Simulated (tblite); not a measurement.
Species: C₁₀H₁₁O (charge +1).
Cartesian coordinates in Å at the GFN2-xTB level; atoms count from 1:
```
atom  x, y, z in Å
C1     3.4831   -0.0346   -0.1875
C2     1.9982   -0.0794   -0.5192
C3     1.1524   -0.1051    0.7671
C4    -0.3001   -0.1597    0.4310
C5    -0.9338   -1.3851    0.1811
C6    -2.2762   -1.4572   -0.1785
C7    -3.0322   -0.3156   -0.3023
C8    -2.4099    0.9391   -0.0585
C9    -3.1107    2.0924   -0.1687
O10   -3.6762    3.0631   -0.2567
C11   -1.0360    1.0028    0.3058
H12    3.7789   -0.9153    0.3767
H13    3.7205    0.8474    0.4022
H14    4.0693   -0.0016   -1.1015
H15    1.7267    0.7961   -1.1129
H16    1.7799   -0.9676   -1.1152
H17    1.3733    0.7885    1.3512
H18    1.4315   -0.9806    1.3539
H19   -0.3629   -2.2971    0.2782
H20   -2.7326   -2.4184   -0.3599
H21   -4.0746   -0.3561   -0.5746
H22   -0.5789    1.9633    0.4874
```

The geometry is computed with GFN2-xTB (gas phase).

Masses are those of the commonest isotopes; rigid-rotor values at the optimised geometry. The values belong to one conformer with, in the numbering `[CH3:1][CH2:2][CH2:3][c:4]1[cH:5][cH:6][cH:7][c:8]([C:9]#[O+:10])[cH:11]1`, C1–C2–C3–C4 180°, C2–C3–C4–C5 85°.

**Question.** Give the principal moments of inertia and the rotational constants in cm⁻¹.

**Answer.** Ia = 242.22, Ib = 866.15, Ic = 1058.39 u·Å²; 505379 MHz·u·Å²/I gives 2086, 583.5 and 477.5 MHz, that is A = 0.06960, B = 0.01946, C = 0.01593 cm⁻¹.

**Question.** Classify the top.

**Answer.** An asymmetric top. Ray's parameter κ = (2B − A − C)/(A − C) = -0.868; −1 is the prolate and +1 the oblate limit.

**Question.** Is it planar, by Δ = Ic − Ia − Ib?

**Answer.** Not planar: Δ = Ic − Ia − Ib = -49.98 u·Å². For a rigid frame Δ = −2 Σ m c², so Σ m c² = 24.99 u·Å² lies off the ab plane: 8.59 from hydrogen and 16.40 from heavier atoms. The atom farthest from that plane is 1.32 Å away.

**Question.** Give the other two planar moments, Paa and Pbb, and the rms extents of the mass along the axes.

**Answer.** Paa = Σ m a² = (Ib + Ic − Ia)/2 = 841.16 and Pbb = Σ m b² = (Ia + Ic − Ib)/2 = 217.23 u·Å². With the mass M = 147.08 u, the rms extents √(P/M) along a, b and c are 2.39, 1.22, 0.41 Å.

**Question.** Estimate the classical rotational partition function at 200 K, 298.15 K and 500 K.

**Answer.** Point group C1, symmetry number σ = 1; q = (√π/σ)·√((kT/h)³/(ABC)), k/h = 20836.6 MHz/K: 625000 at 200 K, 1140000 at 298.15 K, 2470000 at 500 K.

Its GFN2-xTB frequencies are all real (lowest 32 cm⁻¹). Constants of a rigid frame at the computed geometry: no zero-point averaging, no centrifugal distortion.
